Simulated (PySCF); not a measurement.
Geometry:
```tsv
atom	x (Å)	y (Å)	z (Å)
O1	2.766	1.519	0.920
B2	2.067	0.356	1.102
O3	2.741	-0.703	1.621
C4	0.544	0.215	0.709
C5	-0.091	-1.181	0.888
C6	-0.891	-1.425	-0.412
N7	-0.986	-0.134	-1.073
Si8	-2.482	0.691	-1.355
C9	0.255	0.547	-0.774
H10	2.233	2.229	0.553
H11	3.663	-0.481	1.795
H12	-0.027	0.943	1.315
H13	-0.746	-1.198	1.771
H14	0.671	-1.958	1.040
H15	-1.886	-1.861	-0.234
H16	-0.342	-2.137	-1.059
H17	-2.230	1.796	-2.329
H18	-3.460	-0.288	-1.917
H19	-3.122	1.312	-0.141
H20	1.065	0.156	-1.423
H21	0.183	1.629	-0.976
```

Geometry: PBE0-D3(BJ)/def2-SVP; GIAO shifts from PySCF 2.14, gas phase, non-relativistic, averaged over equivalent atoms.

At PBE0/pcSseg-1 (220 basis functions, 80 s wall time on 1 thread of an Arm Neoverse N1, shared host):
| atoms | δ (ppm) |
| --- | --- |
| O1/O3 | 126.5 |
| B2 | 31.0 |
| C9 | 54.2 |
| C6 | 51.6 |
| C5 | 29.2 |
| C4 | 27.9 |
| N7 | 37.1 |
| Si8 | -52.3 |
| H17/H18/H19 | 4.65 |
| H10/H11 | 3.63 |
| H15 | 2.99 |
| H16 | 2.87 |
| H21 | 2.81 |
| H20 | 2.56 |
| H14 | 1.98 |
| H13 | 1.73 |
| H12 | 1.16 |

Referencing at the same level of theory: 17O (σ = 334.56 ppm) against H2O; BF3·OEt2 for 11B (σ = 100.73 ppm); TMS for 13C (σ = 184.41 ppm) and 29Si (σ = 351.99 ppm) and 1H (σ = 31.27 ppm); NH3 for 15N (σ = 265.67 ppm).

Q: Estimate the result of repeating the calculation with HF/pcSseg-1.

A: 
```csv
atoms,δ at HF/pcSseg-1,change
O1/O3,101.2,-25.3
B2,33.5,+2.5
C9,46.4,-7.8
C6,44.6,-7.0
C5,25.3,-3.9
C4,22.7,-5.2
N7,16.5,-20.6
Si8,-50.4,+1.9
H17/H18/H19,4.16,-0.49
H10/H11,3.64,+0.01
H15,2.72,-0.27
H16,2.56,-0.31
H21,2.49,-0.32
H20,2.19,-0.37
H14,1.90,-0.08
H13,1.55,-0.18
H12,0.70,-0.46
```

δ = σ(ref) − σ, references computed at the same level: H2O for 17O (σ = 333.31 ppm); 11B (σ = 115.29 ppm) against BF3·OEt2; TMS for 13C (σ = 190.85 ppm) and 29Si (σ = 393.43 ppm) and 1H (σ = 31.69 ppm); 15N (σ = 265.72 ppm) against NH3.

The largest change is at O1/O3 (oxygen bonded to B, H). Cost: 220 basis functions, 42 s wall time on 1 thread of an Arm Neoverse N1, shared host. The order of the carbon signals is the same at both levels.

A carbon bonded to boron is broadened by the quadrupolar boron nucleus and is often missing from a measured spectrum. Experimental scales use liquid or dissolved standards, which lie at an offset from isolated NH3 (liquid NH3: subtract about 20 ppm) and H2O (liquid H2O: subtract about 36 ppm).
